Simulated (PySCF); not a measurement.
O₂Si, SMILES [O][Si]=O (connectivity only; charge and spin as stated), charge -1, multiplicity 2. Atoms are numbered in the order given.

```xyz
3

O      0.0000     1.4511    -0.2560
Si     0.0000     0.0000     0.2926
O      0.0000    -1.4511    -0.2560
```
Charge -1, spin multiplicity 2.

The structure is a stationary point at PBE0-D3(BJ)/def2-TZVPD. The isomer is the one that the SMILES or the coordinates give; other isomers of the formula were not compared.

Method: PySCF with PBE0/def2-TZVPD.

Mulliken values depend strongly on the basis, most of all with diffuse functions as here. ESP charges are fitted to the potential on shells at 1.4 to 2.0 van der Waals radii. Atomic charges (e):

| atom | Mulliken | ESP fit | meta-Löwdin | Mulliken spin |
|---|---|---|---|---|
| O1 | -0.63 | -0.57 | -0.92 | 0.16 |
| Si2 | 0.25 | 0.15 | 0.84 | 0.67 |
| O3 | -0.63 | -0.57 | -0.92 | 0.16 |
